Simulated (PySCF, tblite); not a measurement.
Isomers of C6H11F3Si, one GFN2-xTB conformer each. Single-point energies are computed at PBE0/pcSseg-1 (PySCF, gas phase, no added dispersion term), electronic only.

Problem. Rank them by PBE0/pcSseg-1 energy, lowest first (kcal/mol).
A. `[CH3:1][C@@H:2]([F:3])[C@@H:4]1[CH2:5][CH2:6][Si@@H:7]1[CH:8]([F:9])[F:10]` with C1–C2–C4–C5 -64°, C6–Si7–C8–F9 -173°, C2–C4–C5–C6 -131°, C4–C5–C6–Si7 8°, C5–C6–Si7–C8 106°, C2–C4–Si7–C6 126°
B. `[CH3:1][CH2:2][C@H:3]1[CH2:4][Si@:5]([F:6])([CH:7]([F:8])[F:9])[CH2:10]1` with C1–C2–C3–C4 177°, C4–Si5–C7–F8 -70°

Solution. B (0.0), A (42.9).

As drawn, the lower has an Si–F bond, which the higher lacks. GFN2-xTB itself gives, in the same order: 0.0, 33.7. Both levels put the same isomer lowest.

Problem. Which frontier levels, dipoles and rotational constants go with these structures?

Solution. 
```json
{"SMILES": "CC[C@H]1C[Si@](F)(C(F)F)C1", "HOMO (eV, PBE0/pcSseg-1)": "-8.07", "LUMO (eV)": "0.48", "dipole (D)": "2.00", "A, B, C (MHz)": "2049, 576.3, 529.7"}
{"SMILES": "C[C@@H](F)[C@@H]1CC[Si@@H]1C(F)F", "HOMO (eV, PBE0/pcSseg-1)": "-7.94", "LUMO (eV)": "0.17", "dipole (D)": "3.47", "A, B, C (MHz)": "1639, 774.7, 613.3"}
```

Problem. What happens when harmonic zero-point energies from GFN2-xTB frequencies are added?

Solution. 
```csv
SMILES,ZPE (kcal/mol),electronic (kcal/mol),with ZPE (kcal/mol)
CC[C@H]1C[Si@](F)(C(F)F)C1,101.7,0.0,0.0
C[C@@H](F)[C@@H]1CC[Si@@H]1C(F)F,99.8,42.9,41.0
```

The zero-point energies span 1.9 kcal/mol. The order is unchanged.
